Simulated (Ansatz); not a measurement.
C3H8Cl3NSn, SMILES `CC(C)[NH][Sn]([Cl])([Cl])[Cl]`. Total charge 0; spin multiplicity 1. Sn takes the def2 core potential. Geometry: relaxed with PBE0-D4/def2-TZVP. It is one conformer, not always the lowest.

```xyz
16

C     0.075   -1.056   -1.045
C     0.044   -0.627    0.409
C    -0.972   -1.430    1.203
N    -0.324    0.789    0.499
Sn    0.697    2.164   -0.523
Cl    2.951    1.688   -0.754
Cl   -0.116    2.452   -2.654
Cl    0.463    4.159    0.605
H     0.304   -2.120   -1.123
H    -0.890   -0.868   -1.521
H     0.848   -0.525   -1.612
H     1.039   -0.809    0.842
H    -1.973   -1.295    0.785
H    -0.722   -2.493    1.178
H    -0.993   -1.117    2.250
H    -0.431    1.089    1.462
```

Task: What is the dipole moment at r2SCAN/def2-TZVPP? (An estimate is asked.)

Result: Computed: 3.41 D, with components (-0.90, -2.80, 1.72) D in this frame, pointing from negative to positive charge.

Task: And with PBE, B3LYP, ωB97M-V? (Estimate.)

Result: The calculation gave: PBE 3.32 D, B3LYP 3.29 D, ωB97M-V 3.18 D.

Task: Give the Mulliken charges with r2SCAN, PBE, B3LYP in def2-TZVPP. (Estimate.)

Result: The calculation gave: 
```
atom  r2SCAN    PBE  B3LYP
  C1   -0.16  -0.24  -0.25
  C2    0.21   0.11   0.12
  C3   -0.16  -0.26  -0.26
  N4   -0.47  -0.38  -0.43
 Sn5    1.10   1.00   1.11
 Cl6   -0.33  -0.31  -0.33
 Cl7   -0.32  -0.30  -0.32
 Cl8   -0.33  -0.31  -0.33
  H9    0.05   0.08   0.08
 H10    0.07   0.09   0.10
 H11    0.05   0.08   0.08
 H12    0.03   0.07   0.07
 H13    0.05   0.09   0.09
 H14    0.04   0.08   0.08
 H15    0.04   0.07   0.07
 H16    0.14   0.14   0.13
```

B3LYP here is the variant with VWN-RPA as its local correlation; programs differ in this.
